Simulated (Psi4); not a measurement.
Cl3Hf (SMILES [Cl][Hf]([Cl])[Cl]), doublet, at a GFN2-xTB geometry (such geometries of metal compounds can be far from the true shape) (the multiplicity is a formal guess) (core potentials on Hf).

Here is a job for Psi4.
```
memory 2 GB

molecule {
0 2
Hf    0.01051944    0.02914568    0.01984243
Cl    2.09026137   -0.41942768   -0.58839538
Cl   -0.85965547   -0.97389274    1.78992925
Cl   -1.27515882    1.26987989   -1.28557238
}

set {
  basis def2-sv(p)
  reference uks
}

energy('b3lyp')
print_variables()
```

Question: What does this run give for the dipole moment, number of basis functions, <S^2>, total energy?

Answer: 
- dipole moment = 0.18 D
- number of basis functions = 79
- <S^2> = 0.751
- total energy = -1428.414361 Ha

These values belong to the state on which the SCF converged, which isn't shown to be the lowest.
